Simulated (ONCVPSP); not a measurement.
# Transferability test, ONCV potential for I (Z = 53)

ONCVPSP 4.0.1 input, shortened (lines: element, Z, core and valence counts, functional; n l f; lmax; l rc ep ncon nbas qcut; lloc lpopt rc5 dvloc0; l nproj debl; icmod fcfact rcfact), PBE, scalar-relativistic:

```
  I 53.00    6    5        4      upf
    1    0    2.00
    2    0    2.00
    2    1    6.00
    3    0    2.00
    3    1    6.00
    3    2   10.00
    4    0    2.00
    4    1    6.00
    4    2   10.00
    5    0    2.00
    5    1    5.00
    2
    0    1.30    0.00    4    7    9.20
    1    1.10    0.00    4    8    9.90
    2    0.90    0.00    4    9   12.30
    4    5    0.80    6.00
    0    2    2.70
    1    2    1.20
    2    1    3.70
    3    4.50    1.30
```

Energies are relative to the spin-unpolarised reference configuration 4s2 4p6 4d10 5s2 5p5; without spin polarisation the order of configurations can differ from experiment.

Q: Give the all-electron excitation energy and the error of the potential for: 4s2 4p6 4d10 5s2 5p4; 4s2 4p6 4d10 5s2 5p3; 4s2 4p6 4d10 5s2 5p2; 4s2 4p6 4d10 5s2 5p1.

A:

| valence configuration | charge | ΔE all-electron (eV) | error AE − PS (meV) |
| --- | --- | --- | --- |
| 4s2 4p6 4d10 5s2 5p4 | +1 | 11.131 | -2.1 |
| 4s2 4p6 4d10 5s2 5p3 | +2 | 30.978 | -6.2 |
| 4s2 4p6 4d10 5s2 5p2 | +3 | 60.307 | -13 |
| 4s2 4p6 4d10 5s2 5p1 | +4 | 99.733 | -22 |

Levels in the configuration 4s2 4p6 4d10 5s2 5p2:

| level | all-electron (eV) | pseudo (eV) |
| --- | --- | --- |
| 4s | -212.886 | -212.911 |
| 4p | -159.823 | -159.826 |
| 4d | -82.376 | -82.370 |
| 5s | -46.464 | -46.465 |
| 5p | -34.294 | -34.293 |
